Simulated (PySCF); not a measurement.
C2H4F2Ge. Atoms are numbered in the order given.

```xyz
9

Ge     0.3025    -0.3156     0.2456
F      0.4609     1.2690     0.9406
F      1.5497    -0.3915    -0.9589
C     -1.4209    -0.3502    -0.5882
C     -2.1868     0.7450    -0.5523
H      0.6637    -1.3415     1.3166
H     -1.7691    -1.2574    -1.0951
H     -1.8483     1.6588    -0.0514
H     -3.1764     0.7727    -1.0230
```

Geometry: ωB97X-D3(BJ)/def2-SVP. One conformer was computed; it need not be the lowest.

All values below come from ωB97X-D3(BJ)/def2-SVP in PySCF.

Frequencies are harmonic and unscaled.

Computed vibrational spectrum:
| mode | ν (cm⁻¹) | IR (km/mol) | moving atoms (share of kinetic energy) |
|---|---|---|---|
| 1 | 85 | 0.8 | C 41 %, H 28 %, F 27 % |
| 2 | 159 | 1.7 | F 51 %, C 27 %, H 15 % |
| 3 | 205 | 14.8 | F 50 %, H 23 %, C 18 %, Ge 10 % |
| 4 | 252 | 16.6 | F 69 %, Ge 19 % |
| 5 | 353 | 17.6 | C 50 %, Ge 23 %, H 18 %, F 9 % |
| 6 | 529 | 44.1 | H 61 %, C 33 % |
| 7 | 633 | 10.1 | C 60 %, H 26 %, Ge 9 % |
| 8 | 724 | 104.6 | F 72 %, Ge 21 % |
| 9 | 739 | 103.2 | F 74 %, Ge 26 % |
| 10 | 747 | 65.7 | H 88 % |
| 11 | 778 | 59.0 | H 92 % |
| 12 | 1011 | 4.6 | H 85 %, C 14 % |
| 13 | 1038 | 0.1 | H 80 %, C 20 % |
| 14 | 1041 | 43.8 | H 86 %, C 14 % |
| 15 | 1279 | 0.6 | H 71 %, C 28 % |
| 16 | 1424 | 18.6 | H 85 %, C 15 % |
| 17 | 1706 | 9.9 | C 86 %, H 14 % |
| 18 | 2250 | 117.0 | H 99 % |
| 19 | 3159 | 6.1 | H 95 % |
| 20 | 3203 | 1.1 | H 91 %, C 9 % |
| 21 | 3262 | 0.8 | H 89 %, C 11 % |
